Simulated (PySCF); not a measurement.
**Calculated NMR parameters of CC(=O)[C@@H]1C[C@@]1([SiH3])C1CC1**

```yaml
Formula: C8H14OSi
SMILES: CC(=O)[C@@H]1C[C@@]1([SiH3])C1CC1
InChI: InChI=1S/C8H14OSi/c1-5(9)7-4-8(7,10)6-2-3-6/h6-7H,2-4H2,1,10H3/t7-,8+/m0/s1
Point_group_of_the_computed_structure: C1
Degrees_of_unsaturation: 3
Carbon_signals: 8
Proton_signals: 10
```

Numbering as in the mapped SMILES `[CH3:1][C:2](=[O:3])[C@@H:4]1[CH2:5][C@@:6]1([SiH3:7])[CH:8]1[CH2:9][CH2:10]1`. Each H is labelled by its parent atom. Ha(C5) is cis to C2 on the ring; Ha(C9), Ha(C10) are cis to C6 on the ring; Hb(C5) is trans to C2 on the ring; Hb(C9), Hb(C10) are trans to C6 on the ring.

[PySCF 2.14: coordinates at the GFN2-xTB level; NMR shieldings at PBE0/pcSseg-1/GIAO; no relativistic terms; no solvent; one conformer; one averaged value for each set of equivalent atoms]

Scale: TMS for ¹H and ¹³C and ²⁹Si; H2O for ¹⁷O (reference shieldings calculated alike).

```tsv
carbon	δC, type	δH (multiplicity)	HMBC from (2–3 bonds)	span of the C tensor (ppm)
C1	30.0, CH3	2.26 (s)	H(C4)	52
C2	218.8, C	–	H(C1), Hb(C5), H(C4), Ha(C5)	217
C4	31.1, CH	1.31 (m)	H(Si7), H(C1), H(C8), Hb(C5), Ha(C5)	94
C5	32.8, CH2	Hb(C5) 1.39 (m); Ha(C5) 0.81 (m)	H(Si7), H(C8), H(C4)	43
C6	22.8, C	–	H(Si7), H(C8), Hb(C5), H(C4), Ha(C5), Hb(C9), Hb(C10), Ha(C9), Ha(C10)	82
C8	17.5, CH	1.44 (m)	H(Si7), Hb(C5), H(C4), Ha(C5), Hb(C9), Hb(C10), Ha(C9), Ha(C10)	80
C9	7.1, CH2	Ha(C9) -0.05 (m); Hb(C9) 0.57 (m)	H(C8), Hb(C10), Ha(C10)	64
C10	1.3, CH2	Ha(C10) -0.29 (m); Hb(C10) 0.16 (m)	H(C8), Hb(C9), Ha(C9)	57
```

Other nuclei:
```csv
atoms,nucleus,environment,δ (ppm),σ (ppm)
H(Si7),¹H,hydrogen on a silicon bonded to C,4.28,27.44
Si7,²⁹Si,"silicon bonded to C, 3 H",-59.7,408.8
O3,¹⁷O,ketone oxygen,590.4,-254.3
```

Carbon types of the structure: 2 × C, 2 × CH, 3 × CH2, 1 × CH3, leaving 3 H on heteroatoms. δC 218.8: ketone carbonyl carbon; low-lying n→π* states of the double bond to the heteroatom give a large paramagnetic term (-284 ppm). δC 32.8, 31.1, 22.8, 17.5, 7.1, 1.3: three-membered-ring carbon. δC 30.0: methyl carbon α to a carbonyl; the adjacent C=O deshields it moderately. δH 2.26: hydrogen on a methyl carbon α to a carbonyl; α to C=O. δH 1.44, 1.39, 1.31, 0.81, 0.57, 0.16, -0.05, -0.29: hydrogen on a three-membered-ring carbon; cyclopropane-type protons are shielded by the ring.

Shifts are as computed. Against solution values, carbons near 30 ppm lie about +3 ppm off and those near 130 ppm about +5 ppm. Of 1211 compounds with measured shifts, 218 miss one by over three times the rms of a fit or turn the order of signals round; such compounds aren't used in these exercises. Unscaled 17O shifts of doubly bonded oxygen tend to come out too high, by tens of ppm or more. Experimental scales use liquid or dissolved standards, which lie at an offset from isolated H2O (liquid H2O: subtract about 36 ppm). Multiplicities follow the n + 1 count of equivalent neighbours, as no J values were calculated; m marks all less simple cases, F and P coupling included.
